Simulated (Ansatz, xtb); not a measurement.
**Relative energy of two isomers of C3H5FO2Si**

We compare a, `O=C1C[C@H]([SiH2]F)O1`, a singlet, with b, `C=COC(=O)[SiH2]F`, a singlet. Both are isolated molecules in the gas phase, relaxed with B3LYP-D3(BJ)/def2-SVP, each in the lowest conformer that the search found.

Question: Which of the two would you expect CCSD(T)/def2-SVP + ΔMP2/def2-TZVPP electronic energies to favour?

Answer: Structure a; the calculation gives E(b) − E(a) = +6.8 kcal/mol.

The same difference at several levels:

```tsv
level	geometry	E(b) − E(a) (kcal/mol)	departure from the last row (kcal/mol)	job, with rough time for the two
GFN2-xTB	GFN2-xTB	+13.1	+6.3	optimisation, 0.27 s
HF/STO-3G	GFN2-xTB	+26.0	+19.3	single point, 0.78 s
r2SCAN-D4/def2-SVP	GFN2-xTB	+7.8	+1.0	single point, 4.8 s
B3LYP-D3(BJ)/def2-SVP	B3LYP-D3(BJ)/def2-SVP	+4.8	−2.0	optimisation, 87 s
HF/def2-SVP	B3LYP-D3(BJ)/def2-SVP	+3.2	−3.6	part of the CCSD(T) run
MP2/def2-SVP	B3LYP-D3(BJ)/def2-SVP	+8.0	+1.3	part of the CCSD(T) run
CCSD(T)/def2-SVP	B3LYP-D3(BJ)/def2-SVP	+5.9	−0.9	single point
CCSD(T)/def2-SVP + ΔMP2/def2-TZVPP	B3LYP-D3(BJ)/def2-SVP	+6.8		single point, 55 s
```

As drawn, b has 1 C=C in place of 2 C–C. Structure a has a 4-membered ring, b no ring.

None of the levels shown reverses the order. The largest departure from CCSD(T)/def2-SVP + ΔMP2/def2-TZVPP is that of HF/STO-3G, 19.3 kcal/mol. A small imaginary or near-zero mode remains, so no thermal terms are given. The last row adds to CCSD(T) the change of the MP2 difference between the two basis sets, here +0.9 kcal/mol.

The correlated steps freeze 11 core orbitals. Programs: Ansatz 0.2.0, xtb 6.7.1; the last row on 2 threads of Intel(R) Xeon(R) Processor on a shared host.
